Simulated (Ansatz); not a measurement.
Reaction (redistribution): `F[Si](F)(Cl)Cl` + `O[SiH2]S[SiH3]` → `O[SiH2]S[Si](F)(Cl)Cl` + `F[SiH3]`

Isolated molecules relaxed with PBE0-D4/def2-TZVP in Ansatz; ΔE leaves out vibrations. CCSD(T)/CBS adds triple-zeta CCSD(T) − MP2 to the extrapolated MP2 energy (def2 sets, frozen cores). This one scheme is used for every species. Functionals use def2-TZVPP. B3LYP here is the variant with VWN-RPA as its local correlation; programs differ in this. Each species was taken in one conformer, which may not be the lowest.

```tsv
level	ΔE (kcal/mol)	difference from CCSD(T)/CBS
PBE-D4	1.9	-0.6
r2SCAN-D4	3.0	0.5
PBE0-D4	2.4	-0.1
B3LYP-D4	1.3	-1.2
ωB97X-V	2.2	-0.3
ωB97M-V	2.2	-0.3
B2PLYP	2.7	0.2
PBE	3.0	0.5
r2SCAN	3.3	0.8
PBE0	3.5	1.0
B3LYP	3.2	0.7
HF/def2-TZVPP	4.4	1.9
MP2/def2-TZVPP	2.0	-0.5
SCS-MP2/def2-TZVPP	2.3	-0.2
CCSD/def2-TZVPP	3.5	1.0
CCSD(T)/def2-TZVPP	3.1	0.6
HF/def2-QZVPP	4.6	2.1
MP2/def2-QZVPP	1.7	-0.8
SCS-MP2/def2-QZVPP	2.1	-0.4
HF/CBS(def2)	4.6	2.1
MP2/CBS(def2)	1.4	-1.1
CCSD/CBS(def2)	2.9	0.4
CCSD(T)/CBS	2.5	0
```

Largest T1 diagnostic among the species: 0.012.

In def2-TZVPP, CCSD(T) changes the Hartree–Fock value by −1.4 kcal/mol (the triples alone add −0.4 kcal/mol) and MP2 by −2.4 kcal/mol. The D4 term adds −1.8 kcal/mol with B3LYP and −1.1 kcal/mol with PBE0; it sums over pairs of atoms, weighted by their polarisabilities, and B3LYP, whose exchange is more repulsive, gets the larger term.
